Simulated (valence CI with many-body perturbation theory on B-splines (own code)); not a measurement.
Level structure of Os V

Level of theory: valence CI with perturbative core correlation (CI+MBPT): four valence electrons over a frozen Dirac-Fock core [Xe] 4f14, a basis of 7 s, 7 p, 8 d, 6 f, 4 g, 1 h functions for each j, with the one-electron correlation potential Σ1 (screened to all orders), the two-electron term Σ2, the three-electron term Σ3, Breit, model QED; selected single and double excitations, second order for the rest, scaled by the run's own slope (own B-spline code, finite nucleus).

Against 56 measured levels this calculation errs by 798 cm⁻¹ on average and by 2333 at most. These come from a selection out of Palmeri et al., Atoms 14, 22 (2026). Levels without a partner in it may be off by more, other configurations by 1,000 to 8,000 cm⁻¹. Among the levels kept, up to 310 cm⁻¹ of a level comes from second order outside the variational space, and about a tenth of that is noise between levels of different J, which matters for small intervals.

Levels 46 to 90 of 196, with energies above the lowest level, 5d4 5D_0. "Leading %" is the weight of the configuration and term that name the level; weights of strongly mixed levels are sums over their largest components and can fall short. In the jj column 3d3/2^4 stands for four electrons in 3d with j = 3/2. Lifetimes count E1, E2, E3, M1 and M2 decay at the calculated energies, and are blank where another channel may lead or the interval is too uncertain; long ones can be off by a factor of two.

| No. | Configuration | Term | J | E (eV) | Leading % | Lifetime | Leading jj |
| --- | --- | --- | --- | --- | --- | --- | --- |
| 46 | 5d3.6s | 3D | 1 | 12.015 | 35 | 768 μs | 5d3/2^2 5d5/2 6s (49 %) |
| 47 | 5d3.6s | 3P | 0 | 12.152 | 95 | 903 μs | 5d3/2^2 5d5/2 6s (86 %) |
| 48 | 5d3.6s | 3H | 5 | 12.198 | 46 | 860 μs | 5d3/2^2 5d5/2 6s (51 %) |
| 49 | 5d3.6s | 3G | 4 | 12.397 | 38 | 676 μs | 5d3/2^2 5d5/2 6s (53 %) |
| 50 | 5d3.6s | 3F | 3 | 12.400 | 46 | 686 μs | 5d3/2 5d5/2^2 6s (85 %) |
| 51 | 5d3.6s | 3D | 2 | 12.732 | 33 | 633 μs | 5d3/2 5d5/2^2 6s (80 %) |
| 52 | 5d3.6s | 3F | 4 | 12.801 | 53 | 648 μs | 5d3/2 5d5/2^2 6s (92 %) |
| 53 | 5d3.6s | 3P | 1 | 12.942 | 63 | 633 μs | 5d3/2 5d5/2^2 6s (73 %) |
| 54 | 5d3.6s | 3H | 6 | 13.131 | 98 | 783 μs | 5d3/2 5d5/2^2 6s (98 %) |
| 55 | 5d3.6s | 3H | 5 | 13.497 | 50 | 741 μs | 5d3/2 5d5/2^2 6s (63 %) |
| 56 | 5d3.6s | 3P | 2 | 13.502 | 52 | 551 μs | 5d3/2 5d5/2^2 6s (56 %) |
| 57 | 5d3.6s | 3P | 1 | 13.509 | 55 | 652 μs | 5d3/2 5d5/2^2 6s (75 %) |
| 58 | 5d3.6s | 3D | 3 | 13.599 | 89 | 626 μs | 5d3/2 5d5/2^2 6s (70 %) |
| 59 | 5d3.6s | 3P | 0 | 13.712 | 94 | 497 μs | 5d3/2 5d5/2^2 6s (84 %) |
| 60 | 5d3.6s | 1H | 5 | 14.091 | 73 | 547 μs | 5d3/2 5d5/2^2 6s (60 %) |
| 61 | 5d3.6s | 3F | 2 | 14.221 | 37 |  | 5d3/2^2 5d5/2 6s (45 %) |
| 62 | 5d3.6s | 3F | 3 | 14.226 | 87 | 491 μs | 5d3/2 5d5/2^2 6s (61 %) |
| 63 | 5d3.6s | 3F | 4 | 14.275 | 78 |  | 5d3/2 5d5/2^2 6s (62 %) |
| 64 | 5d3.6s | 3F | 2 | 14.343 | 45 |  | 5d3/2 5d5/2^2 6s (89 %) |
| 65 | 5d3.6s | 1G | 4 | 14.389 | 47 |  | 5d5/2^3 6s (60 %) |
| 66 | 5d3.6s | 1D | 2 | 14.645 | 59 | 523 μs | 5d5/2^3 6s (50 %) |
| 67 | 5d3.6s | 1P | 1 | 14.938 | 52 | 535 μs | 5d5/2^3 6s (70 %) |
| 68 | 5d3.6s | 1F | 3 | 15.207 | 83 | 531 μs | 5d3/2 5d5/2^2 6s (66 %) |
| 69 | 5d3.6s | 3D | 1 | 16.715 | 96 | 387 μs | 5d3/2 5d5/2^2 6s (78 %) |
| 70 | 5d3.6s | 3D | 2 | 16.780 | 86 | 391 μs | 5d3/2 5d5/2^2 6s (54 %) |
| 71 | 5d3.6s | 3D | 3 | 16.869 | 78 | 396 μs | 5d5/2^3 6s (65 %) |
| 72 | 5d3.6p | 5G° | 2 | 17.187 | 64 | 1.22 ns | 5d3/2^3 6p1/2 (74 %) |
| 73 | 5d3.6p | 3D° | 1 | 17.634 | 49 | 348 ps | 5d3/2^3 6p1/2 (63 %) |
| 74 | 5d3.6s | 1D | 2 | 17.722 | 88 | 372 μs | 5d5/2^3 6s (42 %) |
| 75 | 5d3.6p | 5G° | 3 | 18.056 | 75 | 935 ps | 5d3/2^2 5d5/2 6p1/2 (84 %) |
| 76 | 5d3.6p | 3D° | 2 | 18.248 | 39 | 420 ps | 5d3/2^2 5d5/2 6p1/2 (85 %) |
| 77 | 5d3.6p | 5G° | 4 | 18.720 | 52 | 755 ps | 5d3/2^2 5d5/2 6p1/2 (58 %) |
| 78 | 5d3.6p | 5F° | 3 | 19.046 | 29 | 293 ps | 5d3/2^2 5d5/2 6p1/2 (50 %) |
| 79 | 5d3.6p | 5D° | 1 | 19.052 | 42 | 339 ps | 5d3/2^2 5d5/2 6p1/2 (69 %) |
| 80 | 5d3.6p | 5D° | 0 | 19.092 | 62 | 277 ps | 5d3/2^2 5d5/2 6p1/2 (76 %) |
| 81 | 5d3.6p | 3G° | 5 | 19.131 | 30 | 689 ps | 5d3/2^2 5d5/2 6p1/2 (72 %) |
| 82 | 5d3.6p | 5D° | 2 | 19.137 | 29 | 415 ps | 5d3/2^2 5d5/2 6p1/2 (72 %) |
| 83 | 5d3.6p | 5D° | 4 | 19.574 | 36 | 239 ps | 5d3/2^2 5d5/2 6p1/2 (58 %) |
| 84 | 5d3.6p | 5F° | 1 | 19.637 | 34 | 274 ps | 5d3/2^3 6p3/2 (49 %) |
| 85 | 5d3.6p | 5D° | 0 | 19.654 | 52 | 257 ps | 5d3/2^3 6p3/2 (70 %) |
| 86 | 5d3.6p | 5P° | 1 | 19.853 | 31 | 170 ps | 5d3/2^2 5d5/2 6p1/2 (47 %) |
| 87 | 5d3.6p | 3G° | 3 | 19.871 | 47 | 247 ps | 5d3/2^3 6p3/2 (50 %) |
| 88 | 5d3.6p | 5D° | 2 | 19.905 | 36 | 194 ps | 5d3/2^3 6p3/2 (46 %) |
| 89 | 5d3.6p | 3H° | 4 | 20.033 | 46 | 517 ps | 5d3/2 5d5/2^2 6p1/2 (46 %) |
| 90 | 5d3.6p | 5F° | 3 | 20.288 | 20 | 278 ps | 5d3/2 5d5/2^2 6p1/2 (40 %) |

Names give the largest LS component (configuration and term), which can be under half, so a name can repeat, a term be missing and a line seem to break the LS rules; names also repeat where a configuration has a term twice.

Where two levels of one J and parity lie close, their mixing, g and order are uncertain.
